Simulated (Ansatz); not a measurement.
```xyz
11

C     1.330   -1.172   -0.075
Ga   -0.138    0.120    0.002
N     0.130    1.860    0.476
N    -1.857   -0.337   -0.393
H     1.024   -2.090   -0.579
H     1.663   -1.432    0.932
H     2.184   -0.752   -0.610
H    -0.614    2.515    0.641
H     1.002    2.194    0.848
H    -2.108   -1.226   -0.791
H    -2.616    0.320   -0.452
```

The species carries charge 0 and has multiplicity 1.

Task: List the PBE/def2-TZVPP orbital energies in eV (Ansatz 0.2.0). (Best estimate.)

Result: Computed: Occupied: -10092.61, -1232.51, -1092.23, -1092.12, -1092.11, -379.48, -379.46, -268.37, -142.38, -97.00, -96.73, -96.72, -20.49, -20.37, -19.05, -18.92, -18.92, -18.69, -18.46, -16.49, -11.42, -11.22, -10.89, -9.53, -9.46, -8.34, -6.99, -5.92, -5.17. Lowest empty: -0.38, 0.02, 0.82, 0.97, 1.95, 2.33, 2.51, 2.69.
